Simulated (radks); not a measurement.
The carbon anion C4-, [Ne], held by a Watson sphere: a shell of charge +4 at radius R that stands for the Madelung well of a crystal (potential energy -4/R inside, -4/r outside, in hartree with lengths in bohr). Method: non-relativistic Kohn-Sham, LB94 model potential, spin-polarised, spherical densities, point nucleus; computed with a radial shooting solver on a logarithmic mesh with Libxc functionals. Response by self-consistent Sternheimer equations with the Hartree and adiabatic LDA kernel. The sphere does not respond.

| R (bohr) | e(1s) (eV) | e(2s) (eV) | e(2p) (eV) | <r> 2p (bohr) | sum of <r^2> (bohr^2) | X-ray form factor at sin(theta)/lambda = 0.2 1/angstrom | alpha (bohr^3) |
|---|---|---|---|---|---|---|---|
| 1.65 | -284.98 | -22.232 | -13.575 | 1.776 | 29.84 | 4.890 | 16.09 |
| 1.68 | -285.03 | -22.015 | -13.416 | 1.794 | 30.39 | 4.841 | 16.71 |
| 1.83 | -285.32 | -20.964 | -12.659 | 1.881 | 33.22 | 4.613 | 20.11 |
| 2.2 | -285.97 | -18.679 | -11.014 | 2.088 | 40.51 | 4.161 | 31.05 |
| 2.7 | -286.39 | -16.283 | -9.210 | 2.361 | 51.10 | 3.780 | 53.81 |
| 3.41 | -286.31 | -13.985 | -7.301 | 2.748 | 68.01 | 3.570 | 111.3 |
| 3.96 | -286.02 | -12.847 | -6.227 | 3.051 | 83.09 | 3.554 | 186.3 |
| 3.97 | -286.02 | -12.830 | -6.210 | 3.056 | 83.39 | 3.554 | 188.0 |
